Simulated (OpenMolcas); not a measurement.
## Sm3+ in octahedral coordination: ligands and hosts compared

| Property | Result |
| --- | --- |
| Program | OpenMolcas 26.06 |
| Method | CASSCF |
| Active space | 5 electrons in 7 orbitals (4f) |
| Spin-orbit coupling | state interaction with AMFI integrals over the reference wave functions |

Distances were set from a Shannon-type radius of the metal (high-spin where two are listed) plus a fixed donor radius (Br 1.91, O 1.38, F 1.31 Å), in hosts weighted 0.65 to 0.35 with the host's distance in the model lattice. Anionic complexes are neutralised by point charges, and hosts are embedded clusters. Ligand basis ANO-RCC-VDZP. States (labels of O, the rotations of Oh). Energies in cm-1 above the lowest state or level, χT in cm3 K/mol; under a threefold ground state the first gap can be a small split of the lowest multiplet, not the spin-orbit step.

```tsv
Ligand or host	R (Å)	Metal basis	Outer charge (e at Å behind ligand)	Ground state	First state of that spin	First gap with spin-orbit (degeneracies)	Width of lowest J	χT at 300 K
Br	2.87	ANO-RCC-VDZP	0.5 at 2.6	6T1	6E 62.8	68.1 (2, 4)	68	0.306
CsCaBr3	2.86	ANO-RCC-VDZP		6T1	6E 68.7	74.7 (2, 4)	75	0.306
O	2.34	ANO-RCC-VDZP	1.5 at 2.4	6T1	6E 133.9	163.4 (2, 4)	163	0.305
F	2.27	ANO-RCC-VDZP	0.5 at 3.2	6T1	6E 194.0	184.6 (2, 4)	185	0.304
CsCaF3	2.266	ANO-RCC-VDZP		6T1	6E 222.1	202.7 (2, 4)	203	0.304
SrO	2.423	ANO-RCC-VDZP		6T1	6E 229.3	220.0 (2, 4)	220	0.305
Cs2NaYF6	2.236	ANO-RCC-VDZP		6T1	6E 255.8	223.0 (2, 4)	223	0.304
KCdF3	2.227	ANO-RCC-VDZP		6T1	6E 262.0	224.2 (2, 4)	224	0.304
CaO	2.362	ANO-RCC-VDZP		6T1	6E 302.1	257.1 (2, 4)	257	0.306
```

The rows also differ in their outer charges, so part of each step comes from that.

The width of the lowest J multiplet rises in the order Br < CsCaBr3 < O < F < CsCaF3 < SrO < Cs2NaYF6 < KCdF3 < CaO, by a factor of 3.78 from first to last.

High states are left out of the spin-orbit mixing, which shifts the levels that they would mix with. Without dynamic correlation the ligand-field splitting of an f shell can come out too small, at times by half. The oxide ions are held by bare point charges, a crude embedding (holds for O). A group larger than the point group allows holds several states that coincide in this model. No measured value stands beside these numbers; the geometry was imposed, not optimised, and the real ion may take another.
